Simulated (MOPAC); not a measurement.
MOPAC input (AM1):

```
AM1 FORCE THERMO(298,298) PRECISE LET GEO-OK AUX(PRECISION=9) THREADS=1
Cl2Mg

Mg    0.00000000 1    0.00000000 1    0.00000000 1
Cl   -0.00000000 1   -0.00000000 1   -2.17674437 1
Cl    0.00000000 1    0.00000000 1    2.17674437 1
```

**Question.** Which zero-point energy does it print?

**Answer.** 1.62 kcal/mol, from the harmonic wavenumbers of AM1.
